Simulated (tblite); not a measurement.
Compound: C7H4N (doublet state).
Structure used (GFN2-xTB), in Å, numbered top down from 1:
```
atom  x, y, z in Å
N1     3.469    0.425    0.057
C2     2.337    0.241    0.040
C3     0.946   -0.002    0.020
C4     0.482   -1.330    0.074
C5    -0.864   -1.507    0.051
C6    -1.793   -0.509   -0.019
C7    -1.323    0.803   -0.071
C8     0.036    1.052   -0.053
H9     1.184   -2.147    0.130
H10   -2.853   -0.712   -0.033
H11   -2.026    1.621   -0.127
H12    0.406    2.066   -0.095
```

The geometry is computed with GFN2-xTB (gas phase). This method treats the open shell by occupation alone, without spin polarisation.

Take the most abundant isotopes and a rigid rotor. 

(1) What are A, B and C (cm⁻¹)?

(2) What kind of rotor is it?

(3) What does the inertial defect say?

(4) Where do the levels up to J = 5 lie, in MHz?

(5) Estimate the classical rotational partition function at 10 K, 50 K and 298.15 K.

## Answers

(1) Ia = 82.31, Ib = 317.07, Ic = 399.37 u·Å²; 505379 MHz·u·Å²/I gives 6140, 1594 and 1265 MHz, that is A = 0.20482, B = 0.05317, C = 0.04221 cm⁻¹.

(2) An asymmetric top: κ = (2 × 1594 − 6140 − 1265)/(6140 − 1265) = -0.87.

(3) Planar: Δ = Ic − Ia − Ib = 0.00 u·Å². For a rigid frame Δ = −2 Σ m c², so it vanishes when all atoms lie in the ab plane; here none is more than 0.01 Å from it.

(4) Above 0(0,0):
J = 1: 1(0,1) 2859, 1(1,1) 7406, 1(1,0) 7734
J = 2: 2(0,2) 8561, 2(1,2) 12796, 2(1,1) 13781, 2(2,1) 27420, 2(2,0) 27438
J = 3: 3(0,3) 17071, 3(1,3) 20871, 3(1,2) 22841, 3(2,2) 35998, 3(2,1) 36084, 3(3,1) 59562, 3(3,0) 59562
J = 4: 4(0,4) 28339, 4(1,4) 31619, 4(1,3) 34900, 4(2,3) 47423, 4(2,2) 47677, 4(3,2) 71032, 4(3,1) 71036, 4(4,1) 103976, 4(4,0) 103976
J = 5: 5(0,5) 42306, 5(1,5) 45025, 5(1,4) 49936, 5(2,4) 61681, 5(2,3) 62265, 5(3,3) 85382, 5(3,2) 85398, 5(4,2) 118311, 5(4,1) 118311, 5(5,1) 160671, 5(5,0) 160671
The levels of one J sum to (2J + 1)J(J + 1)(A + B + C)/3.

(5) Point group Cs, symmetry number σ = 1; q = (√π/σ)·√((kT/h)³/(ABC)), k/h = 20836.6 MHz/K: 1510 at 10 K, 16900 at 50 K, 247000 at 298.15 K.

For this open shell read J as N, the rotation without spin; fine and hyperfine splittings come on top. Its GFN2-xTB frequencies are all real (lowest 126 cm⁻¹). Zero-point vibration and centrifugal distortion are left out.
